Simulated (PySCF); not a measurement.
# Pr⁴⁴⁺: ionisation energy

Pr⁴⁴⁺ [Ne] 3s2 3p3 (4S) → Pr⁴⁵⁺ [Ne] 3s2 3p2 (3P), as a difference of total energies. All numbers are calculated (PySCF 2.14, the spin-free X2C one-electron Hamiltonian (Gaussian nucleus), in an uncontracted even-tempered set (18 s from 9.2 bohr⁻², ratio 2.5; 12 p from 12 bohr⁻², ratio 2.5; 4 d from 48 bohr⁻², ratio 2.7; 4 f from 71 bohr⁻², ratio 2.7)). Correlated levels: outer shells: 1s2 frozen; virtual orbitals above 40 to 60 times the deepest correlated orbital energy dropped. The calculations carry no spin-orbit coupling.

```csv
method,ionisation energy (eV)
UHF,3565.1
MP2 (outer shells),3565.6
SCS-MP2 (outer shells),3565.4
CCSD (outer shells),3565.5
CCSD(T) (outer shells),3565.5
```

Spin-orbit coupling is strong in these open shells (close to jj coupling). The scalar numbers leave it out and a first-order estimate fails, so it can dominate the gap to the real levels.

The ground level that NIST lists for one species does not belong to the high-spin term computed here, so part of any gap is the choice of state.

Breit and QED terms and the two-electron picture change are absent.

For comparison: 3512 ± 4 eV (theoretical estimate listed by NIST; NIST Atomic Spectra Database, ionization energies).
